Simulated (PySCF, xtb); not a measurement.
BFH₅NO₂Si, SMILES OB(O)N[SiH2]F.

GFN2-xTB run with xtb at its own geometry gives an orbital gap of 5.98 eV and a dipole moment of 4.32 D.

Coordinates come from a B3LYP-D3(BJ)/def2-SVP optimisation. This is a generated structure with no PubChem entry under its InChIKey; it may be hypothetical. The values are those of a single conformer.

Problem. What does PySCF with PBE0/def2-TZVP give? (The exact figures need the calculation; the answer reports its results.)

Solution. gap 7.82 eV (levels -7.79 and 0.03 eV), dipole 3.78 D.
